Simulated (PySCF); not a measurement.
Species: C6H10N (doublet state).
Z-matrix (Å and degrees, GFN2-xTB geometry), rows numbered from 1:
```
C 
C   1  1.3295
C   2  1.4455  1  122.97
C   3  1.3350  2  126.75  1   177.38
C   4  1.4932  3  126.83  2    -1.88
C   5  1.5404  4  110.70  3  -100.73
N   6  1.3880  5  118.44  4  -179.45
H   1  1.0763  2  122.04  3  -179.82
H   1  1.0778  2  121.54  3    -0.12
H   2  1.0810  1  119.37  3   179.58
H   3  1.0830  2  114.85  1    -2.63
H   4  1.0829  3  118.51  2  -179.06
H   5  1.0938  4  109.44  3   140.09
H   5  1.0912  4  111.42  3    20.66
H   6  1.1071  5  109.28  4    57.48
H   6  1.1052  5  110.37  4   -55.21
H   7  1.0174  6  112.78  5    -5.22
```

The hyperfine couplings belong to this conformer and change with its torsions.

The species is `C=C/C=C\CC[NH]` [radical].

Theory: UKS B3LYP, pcH-1 on C H N, non-relativistic, mean-field spin-orbit, GIAO in PySCF 2.14.0. The structure is a single GFN2-xTB conformer in the gas phase; no vibrational or solvent corrections. Couplings are sensitive to structure, and on GFN2-xTB geometries they can be far from those on DFT ones. The SCF solution wasn't tested for stability.

Task: Where do the isotropic ENDOR lines of C6, C5, C4, N7, H15/H16, H17, H12 and H13/H14 fall at 1209.7 mT, to first order?

Result: For S = 1/2 in fast tumbling each set of equivalent nuclei gives two lines, ν± = |νn ± a/2| to first order, with νn = g_N μN B/h and μN/h = 7.62259 MHz/T.

```tsv
nuclei	isotope	g_N	νn (MHz)	a_iso (MHz)	lower line (MHz)	upper line (MHz)
C6	13C	1.4048	12.95	-38.30	6.19	32.10
C5	13C	1.4048	12.95	-2.26	11.82	14.08
C4	13C	1.4048	12.95	-1.06	12.42	13.48
N7	14N	0.4038	3.72	31.15	11.85	19.30
H15/H16	1H	5.5857	51.51	170.34	33.67	136.68
H17	1H	5.5857	51.51	-59.59	21.71	81.30
H12	1H	5.5857	51.51	0.63	51.19	51.82
H13/H14	1H	5.5857	51.51	-0.53	51.24	51.77
```

The rows for 13C, of low natural abundance, apply to labelled samples.

Task: Which pairs are centred on the nuclear Larmor frequency, and which on half the coupling?

Result: Centred on νn, since |a| < 2νn: C5, C4, H17, H12 and H13/H14. Centred on |a|/2 and split by 2νn: C6, N7 and H15/H16.

Nuclei that the bonding pattern makes equivalent are averaged, as if the motion that swaps them (rotation, inversion, ring flip) were fast. The 1H value of +170.3 MHz is a mean of couplings from 149.9 to 190.8 MHz in this one geometry, not an average over conformers.

Largest spin populations (Mulliken): N7 (+0.96), C6 (-0.08), H15 (+0.08) and H16 (+0.07). No atom but N7 exceeds +0.15. The positive populations add up to 1.12 and the negative ones to -0.12, together 2S = 1.
